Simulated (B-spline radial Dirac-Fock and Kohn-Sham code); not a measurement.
## Relativistic shifts of the levels of Tl²⁴⁺

System: thallium as Tl²⁴⁺, [Kr] 4d10 4f11.

Both columns are ΔSCF binding energies of the configuration average from a radial B-spline solver: non-relativistic Hartree-Fock with a point nucleus, and Dirac-Fock with a finite nucleus and the Coulomb interaction alone, averaged over the two j levels with weights 2j+1.

```
shell  Hartree-Fock (eV)  Dirac-Fock (eV)  shift (eV)  shift (%)
   1s            78202.6          86709.9    +8507.23     +10.88
   2s            13818.5          16116.9    +2298.34     +16.63
   2p            13303.4          14086.0     +782.61      +5.88
   3s             3831.2           4415.6     +584.46     +15.26
   3p             3587.5           3813.7     +226.17      +6.30
   3d             3138.5           3124.5      -14.08      -0.45
   4s             1351.9           1513.0     +161.08     +11.92
   4p             1243.4           1306.7      +63.31      +5.09
   4d             1044.3           1045.2       +0.85      +0.08
   4f              780.6            768.7      -11.90      -1.52
```

Relativity binds 1s, 2s, 2p, 3s, 3p, 4s, 4p, 4d more strongly, among those listed most of all 2s in relative terms, and 3d, 4f more weakly, because the contracted s and p shells screen the nucleus better.

Values without a named source are computed, but for edge energies of neutral atoms, which are taken from tables.
